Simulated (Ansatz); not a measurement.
`N=C[SiH](N)F` + `C[Te][SiH2]O` → `C[Te][SiH](N)F` + `N=C[SiH2]O`  (redistribution)

Program: Ansatz. Geometries: PBE0-D4/def2-TZVP. ΔE: electronic, gas phase. CCSD(T)/CBS adds triple-zeta CCSD(T) − MP2 to the extrapolated MP2 energy (def2 sets, frozen cores). Elements past krypton have def2 core potentials. For Te outer-core shells are correlated without core-valence functions, which leaves a few kJ/mol of doubt a bond. Each species was taken in one conformer, which may not be the lowest.

`N=C[SiH](N)F`:

Z-matrix (Å, degrees):
```
Si
C 1 1.881
F 1 1.607 2 103.5
N 1 1.693 2 109.4 3 123.1
H 1 1.480 2 114.8 3 -115.5
N 2 1.270 1 124.7 3 -0.1
H 2 1.097 1 119.2 3 -179.4
H 4 1.006 1 122.0 2 160.9
H 4 1.007 1 122.3 2 -42.4
H 6 1.024 2 110.7 1 0.8
```

`C[Te][SiH2]O`:

```xyz
10

C    -1.631    0.908    0.488
Te    0.282    1.040    1.461
Si    1.313   -0.698    0.045
O     1.360   -0.188   -1.524
H    -2.049   -0.085    0.634
H    -1.510    1.130   -0.569
H    -2.273    1.653    0.954
H     0.532   -1.965    0.107
H     2.672   -0.927    0.602
H     1.303   -0.868   -2.197
```

`C[Te][SiH](N)F`:

```xyz
11

C    -0.618    1.373   -1.385
Te   -1.753   -0.355   -0.785
Si    0.102   -1.379    0.482
N     0.794   -0.197    1.492
F     1.318   -1.893   -0.423
H     0.101    1.601   -0.601
H    -0.111    1.162   -2.322
H    -1.320    2.195   -1.507
H    -0.447   -2.601    1.123
H     1.717   -0.316    1.877
H     0.217    0.410    2.050
```

`N=C[SiH2]O`:

```xyz
9

N     0.715    0.882   -1.097
C     0.924   -0.050   -0.258
Si   -0.605   -0.552    0.739
O    -1.794    0.425    0.180
H     1.551    1.139   -1.625
H     1.913   -0.514   -0.133
H    -0.353   -0.351    2.190
H    -0.910   -1.989    0.511
H    -1.441    1.009   -0.507
```

| species | CCSD(T)/CBS(def2) energy (Eh) |
| --- | --- |
| `N=C[SiH](N)F` | -539.41602 |
| `C[Te][SiH2]O` | -673.70558 |
| `C[Te][SiH](N)F` | -753.08969 |
| `N=C[SiH2]O` | -460.03252 |

(1) Work out ΔE.

Largest T1 diagnostic among the species: 0.012.

## Answers

(1) ΔE = (-753.08969) + (-460.03252) − (-539.41602) − (-673.70558) = -0.00061 Eh = -1.6 kJ/mol.
